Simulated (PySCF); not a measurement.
# Exercise with solution: chemical shift, span and skew from a shielding tensor

1,3-thiazole-2-carbaldehyde (C4H3NOS), SMILES s1c(C=O)ncc1. Atoms are numbered in the order given.

```xyz
10

O     -0.3026    -2.6106     0.0000
C      0.6074    -1.8215     0.0000
C      0.4244    -0.3621     0.0000
N      1.4026     0.5027     0.0000
C      0.9244     1.7699     0.0000
C     -0.4480     1.8793     0.0000
S     -1.1684     0.3308     0.0000
H      1.6817    -2.1245     0.0000
H      1.6140     2.6159     0.0000
H     -1.0487     2.7880     0.0000
```
Charge 0, spin multiplicity 1.

Geometry: PBE0-D3(BJ)/def2-SVP. Other conformers were not sampled.

GIAO shieldings from PBE/pcSseg-1 (PySCF), non-relativistic, no solvent. The symmetric part of the tensor of C5 has the principal values -39.1, 32.7, 101.9 ppm. The same nucleus in TMS has σ = 182.0 ppm at this level (PySCF, at its B3LYP-D3(BJ)/def2-TZVP geometry).

**Question.** Work out the isotropic shielding, the ¹³C shift against TMS, the span and the skew.

**Answer.** 
σ(iso) = (σ11 + σ22 + σ33)/3 = 31.8 ppm. δ = σ(ref) − σ(iso) = 182.0 − (31.8) = 150.2 ppm.
Span Ω = σ33 − σ11 = 141.0 ppm. Skew κ = 3(σ(iso) − σ22)/Ω = -0.02. Tumbling in solution averages the tensor to δ; in a static solid the shielding alone would spread this spin-1/2 line over Ω.
